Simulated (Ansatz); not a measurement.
Geometry optimisation, RKS r2SCANh/6-31G* (Ansatz 0.2.0).

Input file:

```yaml
crystal:
  periodic: [false, false, false]
  atoms:
    - { symbol: Mg, position_ang: [-0.4638, 0.2128, 0.6763] }
    - { symbol: Cl, position_ang: [0.2366, 2.9536, 0.9163] }
    - { symbol: C, position_ang: [0.4435, -1.5615, 0.0758] }
    - { symbol: H, position_ang: [-0.7384, 2.3897, -0.423] }
    - { symbol: F, position_ang: [-1.3043, 1.5497, -1.0616] }
    - { symbol: H, position_ang: [0.2871, -2.4074, 0.735] }
    - { symbol: H, position_ang: [1.5076, -1.3582, -0.0141] }
    - { symbol: H, position_ang: [0.0318, -1.7788, -0.9047] }
basis:
  gaussian: { orbitals: "6-31G*" }
hamiltonian:
  xc: r2scanh
relax:
  f_tol: 0.15
  max_steps: 25
  restrain:
    - { distance: [0, 4], at: 1.98, k: 30.0 }
    - { distance: [3, 1], at: 1.33, k: 30.0 }
    - { distance: [0, 1], at: 3.73, k: 30.0 }
    - { distance: [3, 4], at: 2.18, k: 30.0 }
```

Run as:

```bash
$ ansatz run input.yaml --threads 2 --pin off --max-ram 3072MiB --backend cpu --events-out ev --progress --plain --runs-dir out
```

Question: Where does it end, and by what steps?

Answer: The run converged. The restraints hold the end off the free minimum. After 10 steps the energy has fallen by 0.368 eV (the restraints' own energy left out); Mg1 moved furthest, 1.03 Å. Parted: Mg1–Cl2. Joined: Cl2–H4.

```
step  energy less start (eV)  largest force component (eV/Å)  accepted
   0                  0.0000                           2.564       yes
   1                  0.5389                           2.717       yes
   2                  0.5026                           3.012       yes
   3                  0.2040                           2.725       yes
   4                 -0.0350                           2.037       yes
   5                 -0.1808                           1.735       yes
   6                 -0.2809                           1.791       yes
   7                 -0.3474                           1.745       yes
   8                 -0.2934                           1.769        no
   9                 -0.3454                           1.732       yes
  10                 -0.3679                           1.728       yes
```

```xyz
8
Properties=species:S:1:pos:R:3
Mg -0.641 -0.025 -0.306
Cl 0.456 3.379 0.744
C 0.493 -1.730 -0.007
H -0.663 3.115 0.114
F -1.793 1.449 -0.691
H 0.181 -2.281 0.887
H 1.555 -1.490 0.116
H 0.412 -2.417 -0.856
```

The run took 22 s on 2 threads of Intel(R) Xeon(R) Platinum 8488C (Sapphire Rapids), with other jobs on the host, peak memory 0.21 GiB.
